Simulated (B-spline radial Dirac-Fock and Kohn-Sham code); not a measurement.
**f′ and f″ of Bi, 6.4039 keV to 60.14 keV**

Level of theory: the dispersion relation over Dirac-Hartree-Slater subshell photoionisation cross sections, with the Kissel-Pratt high-energy constant (isolated atom, no bound-bound lines or fine structure); a radial atomic solver. The forward scattering factor is f₀ + f′ + i f″.

Edges near this range: L1 16388.0 eV, L2 15711.0 eV, L3 13419.0 eV.

```
hν (eV)   λ (Å)   f′ (e)  f″ (e)  tabulated f′  tabulated f″
 6403.9   1.936   -4.005  12.937         -4.12         12.41
   6477   1.914   -3.980  12.718         -4.09         12.20
 6930.3   1.789   -3.893  11.482         -4.00         11.01
   7285   1.702   -3.889  10.640         -4.00         10.23
   7540   1.644   -3.914  10.094         -4.02          9.72
 8047.8   1.541   -4.016   9.130         -4.12          8.83
 9251.7   1.340   -4.462   7.351         -4.55          7.14
   9782   1.267   -4.735   6.736         -4.81          6.51
  12000   1.033   -6.626   4.874         -6.76          4.66
  13570  0.9137  -10.795   9.970        -11.42          9.81
  15000  0.8266        ?       ?             ?             ?
17479.3  0.7093   -4.050  10.608         -4.18         10.50
  18320  0.6768   -3.095   9.866         -3.18          9.75
22162.9  0.5594   -1.283   7.308         -1.34          7.21
24209.8  0.5121   -0.935   6.341         -0.98          6.26
  30000  0.4133   -0.634   4.467         -0.67          4.39
  38810  0.3195   -0.751   2.906         -0.79          2.81
  38850  0.3191   -0.752   2.901         -0.79          2.80
  40000  0.3100   -0.782   2.762         -0.82          2.67
  41660  0.2976   -0.826   2.578         -0.86          2.49
  44850  0.2764   -0.916   2.274         -0.95          2.19
  49540  0.2503   -1.052   1.919         -1.08          1.85
  53840  0.2303   -1.177   1.663         -1.21          1.61
  54370  0.2280   -1.193   1.635         -1.22          1.58
  58150  0.2132   -1.304   1.456         -1.33          1.41
  60140  0.2062   -1.364   1.374         -1.39          1.33
```

Q: What are f′ and f″ at 15000 eV?

A: f′ = -7.052 and f″ = 8.423 electrons (tables: -7.17 and 8.29). By the optical theorem f″ corresponds to a photoabsorption cross section 2 rₑ λ f″ = 39200 b.

Tabulated f′: xraylib 4.2 anomalous scattering factors (Cullen et al., EPDL97); f″: Chantler's tables (J. Phys. Chem. Ref. Data 1995 and 2000). Both are theoretical tables.

Values without a named source are computed, but for edge energies of neutral atoms, which are taken from tables.
